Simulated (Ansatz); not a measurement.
Reaction (homolysis of the N–Si bond): `CN([SiH3])[SiH2]Cl` → `C[N][SiH2]Cl`• + `[SiH3]`•

Calculated with Ansatz (gas phase, PBE0-D4/def2-TZVP geometries, no zero-point term in ΔE). CCSD(T)/CBS adds triple-zeta CCSD(T) − MP2 to the extrapolated MP2 energy (def2 sets, frozen cores). This one scheme is used for every species. Functionals use def2-TZVPP. No spin–orbit coupling; open shells (•) take unrestricted orbitals. One conformer a species, not always the lowest.

Task: What is ΔE at CCSD(T)/CBS? (An estimate is asked.)

Result: Ansatz gave: +463.9 kJ/mol.

Task: What do these levels give: LDA (SPW92), revPBE-D4, r2SCANh, CAM-B3LYP, CCSD(T)/def2-TZVPP, SCS-MP2/def2-QZVPP? (Estimate.)

Result: Computed: LDA (SPW92) 486.2, revPBE-D4 418.2, r2SCANh 416.1, CAM-B3LYP 428.8, CCSD(T)/def2-TZVPP 450.3, SCS-MP2/def2-QZVPP 482.0 kJ/mol.

Largest T1 diagnostic among the species: 0.015.

In def2-TZVPP, CCSD(T) changes the Hartree–Fock value by +117.1 kJ/mol (the triples alone add +9.8 kJ/mol) and MP2 by +150.0 kJ/mol; breaking electron pairs costs correlation energy, which Hartree–Fock lacks. At CCSD(T), def2-SVP lies −27.9 kJ/mol from the extrapolated value and def2-TZVPP −13.6 kJ/mol: correlation converges slowly with the basis, and small sets miss more of it in the bonded molecule than in its fragments. The D4 term adds +21.2 kJ/mol with B3LYP and +11.7 kJ/mol with PBE0; it sums over pairs of atoms, weighted by their polarisabilities, and B3LYP, whose exchange is more repulsive, gets the larger term.

B3LYP here is the variant with VWN-RPA as its local correlation; programs differ in this.
